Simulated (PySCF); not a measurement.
Finite-field polarisability of Al (aluminium, neutral)

[Ne] 3s2 3p1, 2P determinant. Calculation: PySCF 2.14, in aug-cc-pCVTZ-DK (8s7p5d3f, 75 functions); the spin-free X2C one-electron Hamiltonian (Gaussian nucleus). Frozen: [Ne]. Energy changes in a uniform field (μhartree):

```tsv
axis	F (au)	HF	MP2	CCSD	CCSD(T)
x	0.002	-104.115	-102.812	-100.076	-100.117
x	0.004	-416.780	-411.576	-400.616	-400.780
y	0.0016	-103.728	-101.024	-97.576	-97.512
y	0.0032	-416.352	-405.454	-391.559	-391.297
```

By symmetry the remaining axis equals x.

(1) Derive α along x at CCSD(T) from the two fields.

(2) And the mean polarisability at each level?

## Answers

(1) With ΔE = −αF²/2 − γF⁴/24, α = −(16 ΔE(F) − ΔE(2F))/(6F²) = 50.05 bohr³.

(2) The components xx, yy, zz at CCSD(T) are 50.05, 76.10, 50.05, the third axis being equal by symmetry to one of the two computed. Means: HF 61.68, MP2 60.54, CCSD 58.73, CCSD(T) 58.73 bohr³. Reference: 57.8 ± 1 bohr³ (recommended; Schwerdtfeger and Nagle, table of static dipole polarizabilities (2023 update)).
